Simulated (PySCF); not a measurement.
Computed shifts of a molecule C₂H₇BO₃, PBE0/pcSseg-1 run with PySCF, GIAO, gas phase, atoms alike by connectivity averaged where their shifts nearly agree, in ppm (number of nuclei): ¹H: 4.31 (1), 3.95 (1), 2.26 (2), 1.46 (3). ¹³C: 62.7 (1), 20.8 (1). References: ¹¹B against BF3 (σ = 88.8 ppm); ¹⁷O against H2O (σ = 334.2 ppm); ¹H against TMS (σ = 31.56 ppm); ¹³C against TMS (σ = 186.3 ppm), references at their B3LYP-D3(BJ)/def2-TZVP geometries, non-relativistic. Geometry optimised at PBE0-D3(BJ)/def2-SVP. Other conformers were not sampled.

### Question
Which structure fits?
A) OCB(O)CO
B) CCOB(O)O
C) OCCB(O)O
D) COB(O)OC

### Answer
B, CCOB(O)O
